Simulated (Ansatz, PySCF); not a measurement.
C2HBF, SMILES `C#C[B-]F` (triplet; the order of the spin states depends on the level) (charge -1, multiplicity 3). This triplet lies 0.21 eV above the relaxed singlet at the level B3LYP-D3(BJ)/def2-TZVPD (PySCF); other levels give the other order.

Method: LDA/aug-cc-pVTZ // B3LYP-D3(BJ)/def2-TZVPD run with Ansatz (a program for electronic structure).

Ansatz 0.2 input:
```yaml
crystal:
  periodic: [false, false, false]
  atoms:
    - { symbol: C, position_ang: [1.268847, -0.310979, -0.825114] }
    - { symbol: C, position_ang: [0.095426, -0.156165, -0.377432] }
    - { symbol: B, position_ang: [-1.258147, -0.187817, 0.129011] }
    - { symbol: F, position_ang: [-2.363607, 0.567383, -0.193327] }
    - { symbol: H, position_ang: [2.257476, 0.087576, -0.638648] }
basis:
  gaussian: { orbitals: aug-cc-pVTZ }
hamiltonian:
  xc: lda
total_charge: -1
magnetization:
  spin_polarized: true
  initial_magnetization: 2
```

Output:

```
Functional definition: SPW92
899 factors; their error is unknown
mean field evaluation 1: about -5416.4051 eV, gradient 7.1e1 eV
mean field evaluation 2: about -5149.4862 eV, gradient 1.6e2 eV
mean field evaluation 4: about -5412.9380 eV, gradient 6.3e1 eV
mean field evaluation 8: about -5439.3213 eV, gradient 9.5e-1 eV
mean field evaluation 16: about -5439.3017 eV, gradient 1.0e-3 eV
mean field evaluation 32: about -5437.8851 eV, gradient 2.5e0 eV
mean field -5439.30173272 eV, -199.8906517863 hartree, gradient 2.2e-5 eV, S^2 2.006484; 4 other end points of the search recorded, 0 dependent functions left out
reference -5439.30178551 eV, -199.8906537263 hartree; 15, 13 occupied and 192, 194 virtual orbitals, 899 factors
Total energy: -5439.30178551 eV, -199.8906537263 hartree
```
